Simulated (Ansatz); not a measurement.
Relaxation of C2H8O3Si (14 atoms, charge 0, multiplicity 1), to a largest force component of 0.02 eV/Å in at most 40 steps.

These are results of RKS PBE-D4/def2-SVP (Ansatz), not measurements.

```xyz
14
Properties=species:S:1:pos:R:3
Si 0.000 0.000 0.000
O 0.000 0.000 1.680
H -0.909 -0.281 2.017
O 1.584 0.000 -0.559
C 2.350 -1.163 -0.836
H 1.719 -1.905 -1.367
H 3.218 -0.893 -1.473
H 2.714 -1.602 0.116
O -0.791 1.371 -0.559
C -2.151 1.418 -0.965
H -2.769 0.822 -0.261
H -2.502 2.471 -0.964
H -2.247 0.998 -1.988
H -0.688 -1.191 -0.486
```

Question: Where does it end, and by what steps?

Answer: It converged. The force dipped under the threshold on the way, but the program's further checks kept it going. After 36 steps the energy has fallen by 0.349 eV; H11 moved furthest, 1.47 Å.

| step | energy less start (eV) | largest force component (eV/Å) | accepted |
| --- | --- | --- | --- |
| 0 | 0.0000 | 1.415 | yes |
| 2 | -0.1475 | 0.243 | yes |
| 4 | -0.1922 | 0.938 | yes |
| 6 | -0.2321 | 0.080 | yes |
| 8 | -0.2404 | 0.040 | yes |
| 10 | -0.2505 | 0.368 | yes |
| 12 | -0.2691 | 0.109 | yes |
| 14 | -0.2708 | 0.035 | yes |
| 16 | -0.2749 | 0.125 | yes |
| 18 | -0.2772 | 0.040 | yes |
| 20 | -0.2784 | 0.032 | yes |
| 22 | -0.2794 | 0.054 | yes |
| 24 | -0.2825 | 0.360 | yes |
| 26 | -0.3057 | 0.231 | yes |
| 28 | -0.3246 | 0.203 | yes |
| 30 | -0.3152 | 0.571 | no |
| 32 | -0.3480 | 0.032 | yes |
| 34 | -0.3483 | 0.095 | yes |
| 36 | -0.3485 | 0.006 | yes |

```xyz
14
Properties=species:S:1:pos:R:3
Si -0.393 -0.445 0.315
O 0.009 -0.505 1.929
H 0.172 0.366 2.334
O 0.883 -0.061 -0.698
C 1.974 -0.922 -0.962
H 1.646 -1.948 -1.251
H 2.564 -0.505 -1.804
H 2.650 -1.017 -0.082
O -1.491 0.787 0.108
C -1.820 1.394 -1.129
H -2.541 0.773 -1.710
H -2.303 2.373 -0.927
H -0.921 1.566 -1.760
H -0.902 -1.814 -0.008
```

Whether the end is a true minimum wasn't checked by a vibrational analysis.

Run time: 55 s on 4 threads of Arm Neoverse V1 (shared host), peak memory 0.17 GiB.
